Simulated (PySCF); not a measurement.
Compound: C2H9BNOSi (charge -1).
Numbering: `[CH2:1]=[CH:2][B@H-:3]([NH2:4])[O:5][SiH3:6]` (hydrogens: H7, H8 on C1; H9 on C2; H10 on B3; H11, H12 on N4; H13, H14, H15 on Si6)

Theory: PySCF 2.14.0, PBE0-D3(BJ)/def2-SVP geometry optimisation, gas phase.

(1) List the bond lengths, angles and torsions at this level.

Answers

(1) 
```csv
bond,length (bohr)
C1=C2,2.532
C2–B3,3.056
B3–N4,2.893
B3–O5,2.893
O5–Si6,3.058
C1–H7,2.075
C1–H8,2.079
C2–H9,2.087
B3–H10,2.368
"N4–H11, N4–H12",1.924
"Si6–H13, Si6–H14, Si6–H15",2.857
```

Bonds in one row agree within 0.02 bohr and their mean is given. A selection of angles:
```csv
angle,degrees
C2–C1–H7,119.9
C2–C1–H8,123.6
H7–C1–H8,116.6
C1–C2–B3,127.1
C1–C2–H9,116.5
B3–C2–H9,116.4
C2–B3–N4,109.5
C2–B3–O5,108.9
C2–B3–H10,109.4
N4–B3–O5,113.2
N4–B3–H10,108.6
O5–B3–H10,107.1
B3–N4–H11,113.8
H11–N4–H12,107.6
B3–O5–Si6,122.3
O5–Si6–H13,117.2
O5–Si6–H14,116.5
O5–Si6–H15,108.7
H13–Si6–H14,104.6
H13–Si6–H15,104.4
```

Dihedral angles: C1–C2–B3–N4 125° (anticlinal); C2–B3–O5–Si6 113° (anticlinal).

Si6 (oxygen-bound silicon) is distorted tetrahedral (angles from 104.0° to 117.2°). O5 (boron-bound oxygen) is bent (angle 122.3°). N4 (boron-bound nitrogen) is pyramidal (angles 113.9°, 113.8° and 107.6°, sum 335.3°, 0.34 Å off the plane of its three neighbours). Of the pairs four or more bonds apart, Si6···H12 is among the closest relative to their van der Waals radii: 2.91 Å, 88 % of the sum of Bondi's values. C2 (alkene CH carbon) is planar (angles 127.1°, 116.5° and 116.4°, sum 360.0°, 0.00 Å off the plane of its three neighbours). B3 (four-coordinate boron) is distorted tetrahedral (angles from 107.1° to 113.2°). C1 (terminal =CH2 carbon) is planar (angles 123.6°, 119.9° and 116.6°, sum 360.0°, 0.00 Å off the plane of its three neighbours).

Point group: C1 (no symmetry element, even within 0.4 Å). Not checked by PBE0-D3(BJ)/def2-SVP frequencies. Torsions: C1–C2–B3–N4 125°, C2–B3–N4–H 178° and -58°, C2–B3–O5–Si6 113°.

One conformer stands for the species.
